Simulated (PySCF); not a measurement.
**A search over the determinants of SrSe⁺**

Unrestricted PBE0; Sr def2-SVPD with ECP28, Se def2-SVPD; scalar-relativistic core potentials (PySCF 2.14). Outer shells of the fragments: Sr+ 5s1; Se 3d10 4s2 4p4.

Followed along the bond (rough minima from three points):

```json
{"2Ms+1": "2", "unpaired": "π ↑", "⟨S²⟩ at the start": "0.76", "R at minimum (Å)": "2.77", "Te (eV)": "0.00"}
{"2Ms+1": "2", "unpaired": "σ ↑", "⟨S²⟩ at the start": "0.75", "R at minimum (Å)": "2.63", "Te (eV)": "0.64"}
{"2Ms+1": "4", "unpaired": "σ ↑, π ↑↑", "⟨S²⟩ at the start": "3.75", "R at minimum (Å)": "none in the scan", "Te (eV)": "≤ 2.02"}
```

Solutions found at the starting distance of 2.925 Å, counted from the lowest of them; the search is not exhaustive and high or unbound solutions are not listed, so other states can lie among these:

```csv
2Ms+1,unpaired,term,E (eV),⟨S²⟩,⟨Lz²⟩,μ (D)
2,π ↑,²Π,0.00,0.76,1.01,-12.10
2,σ ↑,²Σ⁺,0.84,0.75,0.00,-12.60
4,"σ ↑, π ↑↑",⁴Σ⁻,2.12,3.75,0.00,-3.10
2,"σ ↓, π ↑↑",mixed,2.15,1.75,0.00,-3.03
2,"σ ↑, π ↑↓",mixed,2.55,1.76,2.01,-3.06
4,"σ ↑↑, π ↑",⁴Π,2.75,3.75,1.01,-3.39
4,"π ↑↑, δ ↑",⁴Δ,3.55,3.75,4.00,-4.27
2,"π ↑↑, δ ↓",mixed,3.57,1.75,4.00,-4.18
4,π ↑↑↑,⁴Π,3.61,3.75,1.00,-4.24
2,σ ↑,mixed,3.81,0.75,2.02,-3.02
```

A term symbol is given only where ⟨S²⟩ and ⟨Lz²⟩ are close to those of a pure state; real π, δ and φ orbitals otherwise mix terms. A positive dipole points towards Se; it is taken about the centre of mass and depends on that origin.

Question: Compare the gap between the two lowest followed solutions at the starting distance with the gap between their minima.

Answer: At PBE0 the second solution (doublet, unpaired electrons σ ↑) lies +0.84 eV from the first (doublet, unpaired electrons π ↑) at 2.925 Å and +0.64 eV at the minima; the two curves relax by different amounts, since their minima lie near 2.63 and 2.77 Å.

Spin–orbit coupling is left out. Counting both spins, an empty level lies below a filled one in some of these solutions, because spin and occupation are held.
